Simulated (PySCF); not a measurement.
A calculated (M06-2X, PySCF 2.14, x2c-SVPall, scalar relativity by spin-free X2C-1e) atom or ion has these occupied shells.

```json
{"shell": "1s", "electrons": "2", "orbital energy (eV)": "-1317.8", "rms radius, mean of both spins (bohr)": "0.151"}
{"shell": "2s", "electrons": "2", "orbital energy (eV)": "-111.04", "rms radius, mean of both spins (bohr)": "0.758"}
{"shell": "2p", "electrons": "6", "orbital energy (eV)": "-75.147", "rms radius, mean of both spins (bohr)": "0.773"}
```

Question: Name the element and its charge.

Answer: Mg²⁺ (magnesium, charge +2), in [Ne], closed-shell 1S.
